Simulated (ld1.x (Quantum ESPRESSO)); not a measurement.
# u(r) = r·R(r): atom against pseudo-atom (Cl (Z = 17))

Columns: radius, all-electron u(r) and pseudo u(r) of the 3p shell (level -13.91 eV) of chlorine in the configuration [Ne] 3s2 3p4.5; LDA (PZ), scalar-relativistic, RRKJ scheme, ld1.x (Quantum ESPRESSO) 7.5.

| r (bohr) | all-electron | pseudo |
| --- | --- | --- |
| 0.062 | 0.1065 | -0.0113 |
| 0.125 | 0.2595 | -0.0438 |
| 0.188 | 0.3542 | -0.0911 |
| 0.250 | 0.3769 | -0.1434 |
| 0.312 | 0.3422 | -0.1931 |
| 0.375 | 0.2661 | -0.2350 |
| 0.438 | 0.1650 | -0.2666 |
| 0.500 | 0.0533 | -0.2905 |
| 0.562 | -0.0617 | -0.3123 |
| 0.625 | -0.1757 | -0.3384 |
| 0.688 | -0.2826 | -0.3737 |
| 0.750 | -0.3786 | -0.4201 |
| 0.812 | -0.4642 | -0.4775 |
| 0.875 | -0.5398 | -0.5420 |
| 0.938 | -0.6041 | -0.6042 |
| 1.000 | -0.6568 | -0.6568 |
| 1.062 | -0.6996 | -0.6996 |
| 1.125 | -0.7337 | -0.7337 |
| 1.188 | -0.7592 | -0.7592 |
| 1.250 | -0.7767 | -0.7767 |
| 1.312 | -0.7876 | -0.7876 |
| 1.375 | -0.7927 | -0.7927 |
| 1.438 | -0.7927 | -0.7927 |
| 1.500 | -0.7883 | -0.7883 |
| 1.562 | -0.7802 | -0.7802 |
| 1.625 | -0.7689 | -0.7689 |

Question: How many radial nodes do the two functions have?

Answer: The all-electron 3p function has n − l − 1 = 1; the pseudo-wave has 0, since the states of the same l below it are removed with the core.

Question: At about which radius was the pseudo-wave matched?

Answer: 1.00 bohr, where the columns begin to agree (steps of 0.06 bohr).

Question: Where does each function peak?

Answer: Outermost all-electron maximum near 1.38 bohr, pseudo maximum near 1.38 bohr (to the table’s step).

Question: Is the pseudo-wave norm-conserving?

Answer: Yes: the RRKJ scheme keeps the norm inside the radius equal to the all-electron one, which fixes the energy derivative of the logarithmic derivative at the level.
